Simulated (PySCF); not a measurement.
PySCF was given this input:
```python
from pyscf import gto, scf, dft

mol = gto.M(
    atom='''
Ge   -1.17547558    0.12031447   -0.01616232
Ge    1.17547558   -0.12031447    0.01616232
H    -1.83910444   -0.70892524   -1.07255537
H    -1.62122062    1.52722241   -0.27292961
H    -1.82715328   -0.27710333    1.27278427
H     1.62480881   -1.45976226    0.51414555
H     1.85937790    0.88294663    0.89351790
H     1.80329164    0.03562178   -1.33496274
''',
    basis='def2-svp',
    verbose=4,
)

mf = dft.RKS(mol)
mf.xc = 'b3lyp'
mf = mf.density_fit(auxbasis='def2-universal-jkfit')
mf.kernel()
```

**Question.** Give the dipole moment at the level DF-B3LYP/def2-SVP (PySCF).

**Answer.** 0.00 D

**Question.** What is the computed Mulliken (on the basis functions themselves) charges in atom order (DF-B3LYP/def2-SVP)?

**Answer.** Ge1 0.22, Ge2 0.22, H3 -0.07, H4 -0.07, H5 -0.07, H6 -0.07, H7 -0.07, H8 -0.07

**Question.** Predict the HOMO energy from DF-B3LYP/def2-SVP.

**Answer.** -8.34 eV

**Question.** What is the computed number of basis functions (DF-B3LYP/def2-SVP)?

**Answer.** 94

**Question.** What is the computed total energy (DF-B3LYP/def2-SVP)?

**Answer.** -4157.1688 Eh

**Question.** Estimate the HOMO-LUMO gap that DF-B3LYP/def2-SVP returns for this input.

**Answer.** 8.87 eV
